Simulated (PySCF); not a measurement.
## Removing the step error of a finite difference

System: H₅F₂GeNSi (SMILES F[SiH](F)[NH][GeH3]), singlet, geometry from GFN2-xTB. Level: HF/6-31G, polarisability in PySCF. Sums are taken with unrounded values, so a last digit can differ.

Second differences of the energy in a field along z gave a polarisability along z of 36.949 bohr³ at step 0.005 and 36.993 bohr³ at step 0.02 (atomic units).

**Question.** Extrapolate to zero step.

**Answer.** The leading error of a symmetric difference goes as h², so A(h) = A0 + c h². Then c = (36.993 - (36.949))/(0.02² - 0.005²) = 118 (atomic units) and A0 = 36.949 - c × 0.005² = 36.946 bohr³. The analytic value from the same program and level is 36.946 bohr³: the smaller step missed it by 0.003, the extrapolation by 0.000.
